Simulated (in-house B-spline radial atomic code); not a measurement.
RPA and G0W0 on r2SCAN0: Xe IX (Xe8+)

Configuration [Kr] 4d10, mean-field start r2SCAN0. Computed with an all-electron radial atomic-structure program (B-spline basis): all electrons, scalar-relativistic (spin-free one-electron X2C), finite nucleus, each spin shell either full or empty, empty states to l = 9 with an (l + 1/2)⁻⁴ tail; G0W0 by contour deformation at full frequency.

Command:
```bash
python run_gw.py task.json out
```
Settings (radii: box in bohr, nucleus in fm):
```
Z                        54
electrons                46
configuration            [Kr] 4d10
hamiltonian              x2c
method                   r2scan0
lmax                     9
rms_radius               4.7859
spin_polarised           False
box_radius               7.7
intervals                66
```

Time taken, with all properties: 3.5 s on 1 thread of Arm Neoverse N1 (shared host).

Energies (hartree):

```csv
term,value
mean-field total,-7430.92313
Hartree-Fock functional on these orbitals,-7428.28174
direct second order,-4.0119
second-order exchange,1.1128
SOSEX correction,1.0556
```

Q: What is the RPA correlation energy, and what remains with SOSEX?

A: RPA gives -3.6318 hartree (-2.15 eV per electron); RPA + SOSEX gives -2.5762, and the second-order doubles -2.899 hartree (no singles). SOSEX takes back 29 % of the RPA value.

Quasi-particle levels (eV):

```json
{"level": "4d", "occupied": "yes", "mean field": "-172.07", "Σx - vxc": "-8.54", "Σc": "?", "QP weight": "?", "G0W0": "?"}
{"level": "3d", "occupied": "yes", "mean field": "-780.57", "Σx - vxc": "-31.19", "Σc": "13.56", "QP weight": "0.864", "G0W0": "-798.20"}
{"level": "5s", "occupied": "no", "mean field": "-109.90", "Σx - vxc": "6.03", "Σc": "-2.24", "QP weight": "0.987", "G0W0": "-106.11"}
```

G0W0 = mean field + (Σx - vxc) + Σc, with Σc (partial-wave tail included) taken at the quasi-particle energy. Only the outer levels were computed. Levels of low weight are left out.

Q: Where does G0W0 put 4d?

A: At -180.68 eV, with Σc = -0.07 eV and a quasi-particle weight of 0.973. The tabulated removal energy is 179.84 ± 0.12 eV (NIST, measured); the calculation leaves out spin-orbit coupling, Breit and QED terms, and what these don't explain is the method's own error.
